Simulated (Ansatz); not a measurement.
Molecule (SMILES): [Si](F)F (closed-shell singlet).
Atoms: Si1, F2, F3. Bonds: Si1-F2, Si1-F3.

Basis-set convergence of the highest harmonic wavenumber at HF with Ansatz (an electronic-structure program). Each level at its own minimum, finite differences of forces, unscaled; the reference is a large set that could be run, not a limit. Cartesian d functions, on some or all atoms, in 6-31+G*, 6-311+G**; all else is spherical. The program fits the integrals of some runs and decomposes those of others, by size. A restricted Hartree-Fock determinant is unstable towards unrestricted orbitals. No added dispersion term, no relativity. Reference: the value in aug-pcseg-2, 928 cm⁻¹, itself unsure by roughly 4 cm⁻¹ (its mean distance from aug-cc-pV(T+d)Z, def2-TZVPPD). Deviations are taken from unrounded values.

```tsv
basis	functions	highest harmonic wavenumber (cm⁻¹)	minus reference (cm⁻¹)
STO-3G	19	1004	75
def2-SVP	46	922	-6
pcseg-1	46	884	-45
cc-pV(D+d)Z	51	884	-45
6-31+G*	61	900	-28
aug-pcseg-1	73	872	-56
6-311+G**	75	891	-37
aug-cc-pV(D+d)Z	78	873	-55
6-311++G(2d,2p)	89	904	-25
pcseg-2	94	934	6
def2-TZVP	99	931	3
def2-TZVPP	104	930	1
6-311++G(3df,3pd)	125	908	-21
```
